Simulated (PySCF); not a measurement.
A GIAO shielding run with PySCF 2.14 (density fitting, non-relativistic, gas phase) on `CS[SiH2]SCC[SiH3]`, C$_{3}$H$_{12}$S$_{2}$Si$_{2}$:

```
$ OMP_NUM_THREADS=1 python probes_run.py task.json out

{"job": {"kind": "nmr", "xc": "PBE0", "basis": "pcSseg-1"}, "charge": 0, "multiplicity": 1}
C      3.822398     1.180054     0.189623
S      2.118172     0.653312     0.529723
Si     1.966814    -0.918287    -0.921158
S      0.063419    -1.853761    -0.774800
C     -1.038452    -0.417575    -0.406535
C     -2.426626    -0.892463    -0.048744
Si    -3.592640     0.563488     0.335248
H      4.031925     2.008438     0.857914
H      4.504613     0.359451     0.385985
H      3.906318     1.504276    -0.842639
H      2.154857    -0.303419    -2.232305
H      2.951761    -1.947113    -0.640747
H     -0.579388     0.129625     0.415648
H     -1.051377     0.209381    -1.297243
H     -2.822797    -1.487365    -0.873571
H     -2.361670    -1.560542     0.811428
H     -4.899698     0.023771     0.708158
H     -3.720915     1.404082    -0.857315
H     -3.036517     1.353897     1.433668
```

Hardware: 1 thread of an Arm Neoverse N1, shared host. The job also computes population analyses, field gradients.

(1) How large is the calculation?

(2) How long does it take, and how much memory does it need?

## Answers

(1) 90 electrons, 207 basis functions and 1169 auxiliary functions.

(2) 65 s of wall time, with 12 SCF cycles and 5 response iterations; peak memory 0.94 GiB. Times on a shared host scatter by some tens of per cent.
